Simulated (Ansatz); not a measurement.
Geometry optimisation, RHF/def2-SVP in Ansatz 0.2.0.

Input:

```yaml
crystal:
  periodic: [false, false, false]
  atoms:
    - { symbol: Ge, position_ang: [0.0, 0.0, 0.0] }
    - { symbol: F, position_ang: [0.0, 0.0, 2.03] }
    - { symbol: H, position_ang: [1.4616, 0.0, -0.5162] }
    - { symbol: H, position_ang: [-0.73, 1.2648, -0.5162] }
    - { symbol: H, position_ang: [-0.73, -1.2648, -0.5162] }
    - { symbol: H, position_ang: [-1.7556, 0.0, 0.5833] }
    - { symbol: H, position_ang: [-1.3158, 0.0, 1.5287] }
basis:
  gaussian: { orbitals: def2-SVP }
hamiltonian:
  xc: hf
relax:
  f_tol: 0.15
  max_steps: 25
  restrain:
    - { distance: [0, 5], at: 1.55, k: 30.0 }
    - { distance: [6, 1], at: 0.92, k: 30.0 }
    - { distance: [0, 1], at: 2.88, k: 30.0 }
    - { distance: [6, 5], at: 1.86, k: 30.0 }
output:
  orbitals: {}
```

Launched with:

```bash
$ ansatz run input.yaml --threads 1 --pin off --max-ram 2048MiB --backend cpu --events-out ev --progress --plain --runs-dir out
```

Question: Where does it end, and by what steps?

Answer: It converged. The restraints hold the end off the free minimum. After 7 steps the energy has fallen by 2.828 eV (the restraints' own energy left out); H7 moved furthest, 0.93 Å. Parted: Ge1–F2 (2.03 → 2.90 Å). Joined: F2–H7 (1.41 → 0.91 Å).

| step | energy less start (eV) | largest force component (eV/Å) | accepted |
| --- | --- | --- | --- |
| 0 | 0.0000 | 4.593 | yes |
| 1 | 1.1703 | 3.601 | yes |
| 2 | 0.6147 | 2.615 | yes |
| 3 | -0.1557 | 3.782 | yes |
| 4 | -1.4340 | 1.633 | yes |
| 5 | -2.2672 | 0.841 | yes |
| 6 | -2.7215 | 0.569 | yes |
| 7 | -2.8276 | 0.635 | yes |

```xyz
7
Properties=species:S:1:pos:R:3
Ge -0.416 0.000 -0.423
F 0.010 0.005 2.446
H 0.999 -0.001 0.142
H -0.604 1.266 -1.274
H -0.606 -1.266 -1.273
H -1.559 0.001 0.616
H -0.893 -0.005 2.359
```

The run took 9 s on 1 thread of Arm Neoverse V1 (shared host), peak memory 0.12 GiB.
